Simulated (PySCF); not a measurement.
Species: cis-Sn(NH3)2F4.
Bonds: Sn1–N2, Sn1–F6, Sn1–N7, Sn1–F11, Sn1–F12, Sn1–F13. Hydrogens: H3, H4, H5 on N2; H8, H9, H10 on N7.

Computed by this run: PBE0-D3(BJ)/def2-SVP geometry optimisation, gas phase, def2 core potentials past Kr in PySCF; density fitting, grid level 1; the optimiser is geomeTRIC in internal coordinates, started from a GFN2-xTB structure with every atom displaced at random (about 0.03 Å).

Step 0: E = -19756.1089 eV
```
atom  x, y, z in Å  |  force x, y, z in eV/Å
Sn1    -0.6340   -0.0700   -0.6823   -1.962   4.282  -0.319
N2     -0.8632   -0.0256    1.7595    0.520   1.720  -0.077
H3     -1.9059    0.0206    1.9032    1.394   0.183  -0.163
H4     -0.3130    0.8009    2.1863   -1.620  -1.580  -0.898
H5     -0.4914   -0.8864    2.1367   -0.075  -0.391   0.222
F6     -0.5393    0.0357   -2.6687    0.147  -0.173   1.275
N7      1.7937   -0.0025   -0.8476   -1.214  -0.034  -0.379
H8      1.9750   -0.0364   -1.8617   -0.052  -0.169   0.509
H9      2.1866   -0.7816   -0.3439    0.342  -0.537  -0.113
H10     2.1628    0.8541   -0.4681    0.032   0.594   0.105
F11    -2.6892   -0.0002   -0.4984    2.209  -0.118  -0.087
F12    -0.2709    1.9357   -0.2570   -0.179  -2.135  -0.371
F13    -0.3805   -1.8966   -0.3356    0.459  -1.641   0.295
```

Q: Estimate the geometry and energy of step 1. (The exact step hangs on the optimiser's Hessian estimate; all steps are aligned on step 0, rigid shifts and turns removed.)

A: E = -19756.7778 eV, largest force 0.792 eV/Å
```
atom  x, y, z in Å  |  force x, y, z in eV/Å
Sn1    -0.6216   -0.0435   -0.6454    0.049   0.348   0.425
N2     -0.8529   -0.0086    1.7031    0.669  -0.265  -0.330
H3     -1.8645    0.0574    1.8234    0.072   0.113  -0.020
H4     -0.3565    0.7794    2.1190   -0.313   0.068  -0.030
H5     -0.5054   -0.8781    2.1042   -0.174  -0.058   0.050
F6     -0.4978    0.0625   -2.5644    0.064  -0.120  -0.342
N7      1.7157    0.0083   -0.8364   -0.371  -0.134   0.446
H8      1.8752   -0.0245   -1.8431    0.003  -0.092   0.002
H9      2.1414   -0.7839   -0.3606    0.153  -0.103  -0.229
H10     2.0798    0.8809   -0.4583   -0.085   0.078  -0.078
F11    -2.5445    0.0162   -0.4471   -0.252  -0.036  -0.032
F12    -0.2048    1.8210   -0.2529    0.020   0.230   0.095
F13    -0.3334   -1.9393   -0.3193    0.165  -0.027   0.042
```

The energy changes by -0.6689 eV. The first-order estimate −F·Δx gives -1.2293 eV and the mean of the old and new forces, exact on a quadratic surface, -0.6229 eV. The step makes an angle of 58° with the force vector and moves no atom by more than 0.154 Å.

What follows is the cost of the whole optimisation. Time: 3.3 min; peak memory 0.59 GiB. Hardware: Arm Neoverse N1, one thread, shared host with 64 logical CPUs at a one-minute load of 58.
